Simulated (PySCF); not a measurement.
Molecule: SMILES CC#C[SiH]1CC1, C$_{5}$H$_{8}$Si.

Bonds (- single, = double, # triple, : aromatic): C1-C2, C2#C3, C3-Si4, Si4-C5, C5-C6, C6-Si4. C1 carries H7, H8, H9; Si4 carries H10; C5 carries H11, H12; C6 carries H13, H14. H11, H13 are cis to C3 on the ring; H12, H14 are trans to C3 on the ring.

Frames of a GFN2-xTB Langevin trajectory at 400 K; GIAO PBE0/pcSseg-1 shieldings in PySCF 2.14, gas phase, non-relativistic; equivalent atoms averaged within each frame.

Scale: TMS for 13C (σ = 186.93 ppm) and 29Si (σ = 349.16 ppm) and 1H (σ = 31.72 ppm) (reference shieldings calculated alike). The references are static minima.

Question: How do the shifts (ppm) fluctuate along the trajectory?

Answer: 
| time (fs) | C2 | C3 | C1 | C5/C6 | Si4 | H7/H8/H9 | H10 | H11/H13 | H12/H14 |
| --- | --- | --- | --- | --- | --- | --- | --- | --- | --- |
| 250 | 119.6 | 85.4 | 11.9 | -1.8 | -154.4 | 3.11 | 2.90 | 0.83 | 0.36 |
| 425 | 113.2 | 103.1 | 4.0 | 4.6 | -142.4 | 1.21 | 3.72 | 1.25 | 2.16 |
| 625 | 118.2 | 84.0 | 6.3 | 0.3 | -168.6 | 1.78 | 3.63 | 0.95 | 1.46 |
| 800 | 112.2 | 79.7 | 8.9 | -0.5 | -143.7 | 2.71 | 3.69 | 0.01 | 1.79 |
| 1000 | 115.6 | 83.7 | 6.5 | 1.4 | -130.8 | 2.37 | 3.77 | 0.48 | 1.22 |
| mean of frames | 115.8 | 87.2 | 7.5 | 0.8 | -148.0 | 2.24 | 3.54 | 0.70 | 1.40 |
| standard deviation | 3.1 | 9.2 | 3.0 | 2.4 | 14.2 | 0.75 | 0.36 | 0.48 | 0.68 |

5 frames give an uncertainty of the mean of about the standard deviation over 2.2 at best, since frames this close in time may not be independent; classical motion lacks zero-point vibration, and the reference would need the same averaging.
